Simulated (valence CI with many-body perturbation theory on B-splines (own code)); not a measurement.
## Level structure of In XVIII

Method: valence CI with perturbative core correlation (CI+MBPT): four valence electrons over a frozen Dirac-Fock core [Ar] 3d10, radial functions for each j: 11 s, 11 p, 10 d, 8 f, 5 g, 2 h, with the one-electron correlation potential Σ1 (screened to all orders), the two-electron term Σ2, the three-electron term Σ3, Breit, model QED; selected single and double excitations, second order for the rest, scaled by the run's own slope (own B-spline code, finite nucleus).

No measured spectrum was set against this ion. As an estimate, levels hold to about 250 cm⁻¹ or 0.2 % of their energy and the worst to 1 %, as in measured heavy ions of charge 2 to 7; those with d or f electrons hold less well. Among the levels kept, up to 470 cm⁻¹ of a level comes from second order outside the variational space, and about a tenth of that is noise between levels of different J, which matters for small intervals.

Levels 1 to 45 of 183, with energies above the lowest level, 4s²4p² ³P_0. "Leading %" is the weight of the configuration and term that name the level; weights of strongly mixed levels are sums over their largest components and can fall short. Lifetimes count E1, E2, E3, M1 and M2 decay at the calculated energies, and are blank where another channel may lead or the interval is too uncertain; long ones can be off by a factor of two.

```tsv
No.	Configuration	Term	J	E (cm⁻¹)	Leading %	Lifetime	g	Second component
1	4s²4p²	³P	0	0	81			18 % 4s²4p² ¹S
2	4s²4p²	³P	1	58704	98	335 μs	1.500	
3	4s²4p²	³P	2	74480	50	24.3 ms	1.256	48 % 4s²4p² ¹D
4	4s²4p²	¹D	2	145940	50	123 μs	1.243	48 % 4s²4p² ³P
5	4s²4p²	¹S	0	186390	80	49.0 μs		18 % 4s²4p² ³P
6	4s4p³	⁵S°	2	360410	78	878 ps	1.880	17 % 4s4p³ ³P°
7	4s4p³	³D°	1	423850	65	68.3 ps	0.780	20 % 4s4p³ ³P°
8	4s4p³	³D°	2	436980	65	154 ps	1.328	14 % 4s4p³ ³P°
9	4s4p³	³D°	3	458570	94	185 ps	1.332	5 % 4s²4p4d ³D°
10	4s4p³	³P°	0	493440	95	61.0 ps		
11	4s4p³	³P°	1	502230	66	45.1 ps	1.309	20 % 4s4p³ ³D°
12	4s4p³	¹D°	2	508700	34	45.1 ps	1.239	29 % 4s4p³ ³P°
13	4s4p³	³S°	1	553020	54	9.20 ps	1.570	32 % 4s4p³ ¹P°
14	4s4p³	¹D°	2	565470	40	47.9 ps	1.207	34 % 4s4p³ ³P°
15	4s²4p4d	³F°	2	621820	86	54.2 ps	0.712	6 % 4s4p³ ¹D°
16	4s4p³	¹P°	1	633350	51	9.83 ps	1.334	33 % 4s4p³ ³S°
17	4s²4p4d	³F°	3	650710	88	55.4 ps	1.096	6 % 4s²4p4d ³D°
18	4s²4p4d	³P°	2	674540	46	7.56 ps	1.266	24 % 4s²4p4d ¹D°
19	4s²4p4d	³D°	1	684580	55	4.67 ps	0.838	25 % 4s²4p4d ³P°
20	4s²4p4d	³F°	4	702630	98	264 μs	1.249	
21	4s²4p4d	¹D°	2	728210	43	6.02 ps	1.061	31 % 4s²4p4d ³D°
22	4s²4p4d	³P°	0	737570	94	6.76 ps		
23	4s²4p4d	³P°	1	743850	64	5.79 ps	1.193	27 % 4s²4p4d ³D°
24	4s²4p4d	³D°	3	744310	74	4.88 ps	1.273	10 % 4s²4p4d ¹F°
25	4s²4p4d	³P°	2	752720	41	6.00 ps	1.301	41 % 4s²4p4d ³D°
26	4s²4p4d	¹F°	3	794720	83	4.26 ps	1.046	13 % 4s²4p4d ³D°
27	4s²4p4d	¹P°	1	806440	80	6.16 ps	0.970	9 % 4s²4p4d ³D°
28	4p⁴	³P	2	838980	59	29.8 ps	1.364	21 % 4p⁴ ¹D
29	4p⁴	³P	0	878480	51	22.9 ps		32 % 4p⁴ ¹S
30	4p⁴	³P	1	904410	65	30.4 ps	1.349	18 % 4s4p²4d ³P
31	4s4p²4d	⁵F	1	914230	72	88.3 ps	0.318	12 % 4p⁴ ³P
32	4p⁴	¹D	2	914810	53	41.0 ps	1.133	17 % 4p⁴ ³P
33	4s4p²4d	⁵F	2	922070	64	94.5 ps	1.121	16 % 4s4p²4d ⁵D
34	4s4p²4d	⁵F	3	938080	57	98.1 ps	1.342	29 % 4s4p²4d ⁵D
35	4s4p²4d	⁵D	0	963560	92	318 ps		
36	4s4p²4d	⁵D	1	967060	81	104 ps	1.374	9 % 4s4p²4d ⁵F
37	4s4p²4d	⁵F	4	968560	76	2.58 ns	1.371	20 % 4s4p²4d ⁵D
38	4s4p²4d	⁵D	2	968580	52	73.3 ps	1.274	22 % 4s4p²4d ⁵F
39	4s4p²4d	⁵F	3	972440	33	68.4 ps	1.312	31 % 4s4p²4d ⁵D
40	4s4p²4d	⁵D	4	986570	49	895 ps	1.373	32 % 4s4p²4d ³F
41	4s4p²4d	³F	2	988990	73	48.6 ps	0.825	5 % 4s4p²4d ⁵D
42	4s4p²4d	⁵F	5	993330	84	1.33 ns	1.368	15 % 4s4p²4d ³G
43	4p⁴	¹S	0	1012200	46	28.3 ps		24 % 4p⁴ ³P
44	4s4p²4d	³F	3	1012500	57	18.1 ps	1.262	26 % 4s4p²4d ⁵P
45	4s4p²4d	³P	2	1017500	53	12.0 ps	1.375	11 % 4s4p²4d ³D
```

Names give the largest LS component (configuration and term), which can be under half, so a name can repeat, a term be missing and a line seem to break the LS rules; names also repeat where a configuration has a term twice.

The ionisation energy to 4s²4p ²P°1/2 of the next ion comes out as 463.54 eV (NIST: 462 ± 3 eV (theoretical)). All 183 levels together are meant to be complete up to 1630600 cm⁻¹.
